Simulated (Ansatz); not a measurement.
## Molecular dynamics of Cl$_{2}$H$_{4}$Sn

Input file:

```yaml
crystal:
  periodic: [false, false, false]
  atoms:
    - { symbol: Sn, position_ang: [0.176853, 0.204148, -0.111095] }
    - { symbol: Cl, position_ang: [-0.74676, 0.707831, 2.493549] }
    - { symbol: Cl, position_ang: [1.926373, 0.2339, -1.718006] }
    - { symbol: H, position_ang: [-0.887604, 1.378189, -0.658608] }
    - { symbol: H, position_ang: [-0.07899, -1.428796, 0.170236] }
    - { symbol: H, position_ang: [1.441832, 0.937738, 1.141331] }
    - { symbol: H, position_ang: [0.767996, 0.931891, 1.77729] }
basis:
  gaussian: { orbitals: def2-SVP }
hamiltonian:
  xc: hf
md:
  timestep: 0.5
  n_steps: 200
  ensemble: nve
  temperature: 100.0
  initial_velocities: maxwell_boltzmann
  seed: 7267
```

Command:

```bash
$ ansatz run input.yaml --threads 1 --pin off --max-ram 2048MiB --backend cpu --events-out ev --progress --plain --runs-dir out
```

It starts at the highest image of a converged band. Of that band: A structure lower than the last end lies on the path between it and the top, so the climb from that side starts below the end, which may itself be a saddle point or a shallow side well. Neighbouring images differ by up to 1.9 eV, so the band resolves the path poorly. A vibrational analysis at the climbing image gives one clearly imaginary mode, 1254i cm⁻¹: a first-order saddle point.

Output, in part (one step line in 4, the closing report, with atoms numbered from 0):

```
md step     0: t =     0.00 fs  T =   100.0 K  F+E_penalty+E_count = -30866.99993499 eV  E_kin = 0.064630 eV  conserved = -30866.93530499 eV  (26 SCF iters)
md step     4: t =     2.00 fs  T =    77.5 K  F+E_penalty+E_count = -30866.98527820 eV  E_kin = 0.050104 eV  conserved = -30866.93517456 eV  (27 SCF iters)
md step     8: t =     4.00 fs  T =    49.1 K  F+E_penalty+E_count = -30866.96679878 eV  E_kin = 0.031749 eV  conserved = -30866.93505002 eV  (21 SCF iters)
md step    12: t =     6.00 fs  T =    57.1 K  F+E_penalty+E_count = -30866.97201546 eV  E_kin = 0.036892 eV  conserved = -30866.93512337 eV  (29 SCF iters)
md step    16: t =     8.00 fs  T =    77.1 K  F+E_penalty+E_count = -30866.98508198 eV  E_kin = 0.049816 eV  conserved = -30866.93526553 eV  (27 SCF iters)
md step    20: t =    10.00 fs  T =    65.5 K  F+E_penalty+E_count = -30866.97749875 eV  E_kin = 0.042313 eV  conserved = -30866.93518577 eV  (28 SCF iters)
md step    24: t =    12.00 fs  T =    49.5 K  F+E_penalty+E_count = -30866.96704589 eV  E_kin = 0.031995 eV  conserved = -30866.93505135 eV  (28 SCF iters)
md step    28: t =    14.00 fs  T =    69.2 K  F+E_penalty+E_count = -30866.97992598 eV  E_kin = 0.044742 eV  conserved = -30866.93518393 eV  (27 SCF iters)
md step    32: t =    16.00 fs  T =    86.9 K  F+E_penalty+E_count = -30866.99139743 eV  E_kin = 0.056176 eV  conserved = -30866.93522165 eV  (27 SCF iters)
md step    36: t =    18.00 fs  T =    89.2 K  F+E_penalty+E_count = -30866.99269697 eV  E_kin = 0.057629 eV  conserved = -30866.93506790 eV  (26 SCF iters)
md step    40: t =    20.00 fs  T =   124.6 K  F+E_penalty+E_count = -30867.01557241 eV  E_kin = 0.080552 eV  conserved = -30866.93502000 eV  (26 SCF iters)
md step    44: t =    22.00 fs  T =   211.5 K  F+E_penalty+E_count = -30867.07185378 eV  E_kin = 0.136716 eV  conserved = -30866.93513802 eV  (27 SCF iters)
md step    48: t =    24.00 fs  T =   316.0 K  F+E_penalty+E_count = -30867.13945691 eV  E_kin = 0.204256 eV  conserved = -30866.93520092 eV  (26 SCF iters)
md step    52: t =    26.00 fs  T =   420.5 K  F+E_penalty+E_count = -30867.20689713 eV  E_kin = 0.271781 eV  conserved = -30866.93511580 eV  (26 SCF iters)
md step    56: t =    28.00 fs  T =   555.7 K  F+E_penalty+E_count = -30867.29421942 eV  E_kin = 0.359138 eV  conserved = -30866.93508103 eV  (26 SCF iters)
md step    60: t =    30.00 fs  T =   724.7 K  F+E_penalty+E_count = -30867.40368498 eV  E_kin = 0.468351 eV  conserved = -30866.93533422 eV  (25 SCF iters)
md step    64: t =    32.00 fs  T =   856.6 K  F+E_penalty+E_count = -30867.48893308 eV  E_kin = 0.553638 eV  conserved = -30866.93529536 eV  (27 SCF iters)
md step    68: t =    34.00 fs  T =   951.4 K  F+E_penalty+E_count = -30867.55006129 eV  E_kin = 0.614874 eV  conserved = -30866.93518725 eV  (26 SCF iters)
md step    72: t =    36.00 fs  T =  1050.2 K  F+E_penalty+E_count = -30867.61385717 eV  E_kin = 0.678736 eV  conserved = -30866.93512081 eV  (27 SCF iters)
md step    76: t =    38.00 fs  T =  1170.7 K  F+E_penalty+E_count = -30867.69184193 eV  E_kin = 0.756595 eV  conserved = -30866.93524728 eV  (27 SCF iters)
md step    80: t =    40.00 fs  T =  1276.5 K  F+E_penalty+E_count = -30867.76027813 eV  E_kin = 0.824998 eV  conserved = -30866.93527994 eV  (27 SCF iters)
md step    84: t =    42.00 fs  T =  1364.9 K  F+E_penalty+E_count = -30867.81720813 eV  E_kin = 0.882109 eV  conserved = -30866.93509877 eV  (27 SCF iters)
md step    88: t =    44.00 fs  T =  1490.5 K  F+E_penalty+E_count = -30867.89840887 eV  E_kin = 0.963288 eV  conserved = -30866.93512077 eV  (28 SCF iters)
md step    92: t =    46.00 fs  T =  1650.4 K  F+E_penalty+E_count = -30868.00193183 eV  E_kin = 1.066679 eV  conserved = -30866.93525267 eV  (27 SCF iters)
md step    96: t =    48.00 fs  T =  1795.1 K  F+E_penalty+E_count = -30868.09546751 eV  E_kin = 1.160193 eV  conserved = -30866.93527429 eV  (28 SCF iters)
md step   100: t =    50.00 fs  T =  1921.7 K  F+E_penalty+E_count = -30868.17708432 eV  E_kin = 1.241973 eV  conserved = -30866.93511097 eV  (29 SCF iters)
md step   104: t =    52.00 fs  T =  2072.5 K  F+E_penalty+E_count = -30868.27467671 eV  E_kin = 1.339484 eV  conserved = -30866.93519292 eV  (28 SCF iters)
md step   108: t =    54.00 fs  T =  2231.8 K  F+E_penalty+E_count = -30868.37767577 eV  E_kin = 1.442390 eV  conserved = -30866.93528535 eV  (27 SCF iters)
md step   112: t =    56.00 fs  T =  2356.5 K  F+E_penalty+E_count = -30868.45839297 eV  E_kin = 1.523035 eV  conserved = -30866.93535749 eV  (27 SCF iters)
md step   116: t =    58.00 fs  T =  2434.9 K  F+E_penalty+E_count = -30868.50886542 eV  E_kin = 1.573658 eV  conserved = -30866.93520750 eV  (27 SCF iters)
md step   120: t =    60.00 fs  T =  2510.1 K  F+E_penalty+E_count = -30868.55754974 eV  E_kin = 1.622308 eV  conserved = -30866.93524152 eV  (27 SCF iters)
md step   124: t =    62.00 fs  T =  2568.2 K  F+E_penalty+E_count = -30868.59523566 eV  E_kin = 1.659816 eV  conserved = -30866.93541948 eV  (27 SCF iters)
md step   128: t =    64.00 fs  T =  2558.0 K  F+E_penalty+E_count = -30868.58856038 eV  E_kin = 1.653206 eV  conserved = -30866.93535468 eV  (27 SCF iters)
md step   132: t =    66.00 fs  T =  2494.4 K  F+E_penalty+E_count = -30868.54742848 eV  E_kin = 1.612136 eV  conserved = -30866.93529230 eV  (27 SCF iters)
md step   136: t =    68.00 fs  T =  2409.4 K  F+E_penalty+E_count = -30868.49241995 eV  E_kin = 1.557190 eV  conserved = -30866.93522955 eV  (27 SCF iters)
md step   140: t =    70.00 fs  T =  2314.5 K  F+E_penalty+E_count = -30868.43123684 eV  E_kin = 1.495882 eV  conserved = -30866.93535452 eV  (27 SCF iters)
md step   144: t =    72.00 fs  T =  2186.6 K  F+E_penalty+E_count = -30868.34848804 eV  E_kin = 1.413220 eV  conserved = -30866.93526835 eV  (27 SCF iters)
md step   148: t =    74.00 fs  T =  2052.8 K  F+E_penalty+E_count = -30868.26183470 eV  E_kin = 1.326732 eV  conserved = -30866.93510298 eV  (26 SCF iters)
md step   152: t =    76.00 fs  T =  1975.6 K  F+E_penalty+E_count = -30868.21185354 eV  E_kin = 1.276842 eV  conserved = -30866.93501123 eV  (33 SCF iters)
md step   156: t =    78.00 fs  T =  1983.4 K  F+E_penalty+E_count = -30868.21694751 eV  E_kin = 1.281847 eV  conserved = -30866.93510041 eV  (27 SCF iters)
md step   160: t =    80.00 fs  T =  2052.8 K  F+E_penalty+E_count = -30868.26181382 eV  E_kin = 1.326722 eV  conserved = -30866.93509136 eV  (26 SCF iters)
md step   164: t =    82.00 fs  T =  2185.9 K  F+E_penalty+E_count = -30868.34773154 eV  E_kin = 1.412725 eV  conserved = -30866.93500691 eV  (27 SCF iters)
md step   168: t =    84.00 fs  T =  2399.8 K  F+E_penalty+E_count = -30868.48610681 eV  E_kin = 1.550989 eV  conserved = -30866.93511767 eV  (26 SCF iters)
md step   172: t =    86.00 fs  T =  2663.6 K  F+E_penalty+E_count = -30868.65675000 eV  E_kin = 1.721495 eV  conserved = -30866.93525474 eV  (27 SCF iters)
md step   176: t =    88.00 fs  T =  2918.9 K  F+E_penalty+E_count = -30868.82191041 eV  E_kin = 1.886499 eV  conserved = -30866.93541143 eV  (27 SCF iters)
md step   180: t =    90.00 fs  T =  3121.2 K  F+E_penalty+E_count = -30868.95247633 eV  E_kin = 2.017209 eV  conserved = -30866.93526751 eV  (26 SCF iters)
md step   184: t =    92.00 fs  T =  3297.9 K  F+E_penalty+E_count = -30869.06676587 eV  E_kin = 2.131438 eV  conserved = -30866.93532772 eV  (26 SCF iters)
md step   188: t =    94.00 fs  T =  3436.3 K  F+E_penalty+E_count = -30869.15635316 eV  E_kin = 2.220909 eV  conserved = -30866.93544420 eV  (27 SCF iters)
md step   192: t =    96.00 fs  T =  3493.3 K  F+E_penalty+E_count = -30869.19316628 eV  E_kin = 2.257749 eV  conserved = -30866.93541712 eV  (26 SCF iters)
md step   196: t =    98.00 fs  T =  3474.8 K  F+E_penalty+E_count = -30869.18105763 eV  E_kin = 2.245785 eV  conserved = -30866.93527231 eV  (26 SCF iters)
md step   200: t =   100.00 fs  T =  3429.6 K  F+E_penalty+E_count = -30869.15173209 eV  E_kin = 2.216520 eV  conserved = -30866.93521192 eV  (33 SCF iters)
Total energy: -30869.15173209 eV, -1134.4204022916 hartree
Atom 0 at    -0.069364     0.089469    -0.174500 Å, force    -1.279039    -0.441521     1.446729 eV/Å
Atom 1 at    -0.281684     0.843745     2.149064 Å, force     0.371968    -0.326378    -1.231695 eV/Å
Atom 2 at     1.969553     0.483071    -1.166827 Å, force     0.610487     0.155102    -0.064493 eV/Å
Atom 3 at    -1.225551     1.034630    -0.986255 Å, force     0.121208    -0.115001    -0.014496 eV/Å
Atom 4 at    -0.324226    -1.629584    -0.059296 Å, force     0.175768     0.727804    -0.135744 eV/Å
Atom 5 at     6.584767     1.193271     1.774918 Å, force     0.323009    -0.004150     0.053171 eV/Å
Atom 6 at     7.330053     1.183310     1.898806 Å, force    -0.323402     0.004143    -0.053472 eV/Å
Dipole moment:    -0.305098    -0.262438    -0.431999 e Å
```

The run went to its last step. The conserved energy stayed within 0.046 meV per atom of its start (net change 0.013 meV per atom), so the integration is sound. The kinetic energy rose, since the run started high on the potential surface and went downhill. It ends in pieces (Cl2H2Sn + H2), so much of that is their flight and rotation, not heat. A run of 0.1 ps of so small a system gives no equilibrium averages. The orbitals stay closed-shell, which can raise the energy where a bond breaks towards radicals; this wasn't checked here.

Between its relaxed ends the band would form Sn1–H6, Cl2–H7 and break Sn1–Cl2, H6–H7. These pairs go: Sn1–H6 1.93 → 7.02 Å, Cl2–H7 1.69 → 7.62 Å, Sn1–Cl2 2.81 → 2.45 Å, H6–H7 0.93 → 0.76 Å. In the last frame they stand as before the step (other bonds may differ from the relaxed reactants and products). Also parted: Sn1–H7 2.11 → 7.76 Å. It ends as Cl2H2Sn + H2. Pairs count as bonded within 1.25 times the sum of covalent radii (0.12 Å more for H–H).

Last frame:

```xyz
7
Properties=species:S:1:pos:R:3
Sn -0.069 0.089 -0.174
Cl -0.282 0.844 2.149
Cl 1.970 0.483 -1.167
H -1.226 1.035 -0.986
H -0.324 -1.630 -0.059
H 6.585 1.193 1.775
H 7.330 1.183 1.899
```

The run took 4.9 min on 1 thread of Arm Neoverse V2 (shared host), peak memory 0.18 GiB.
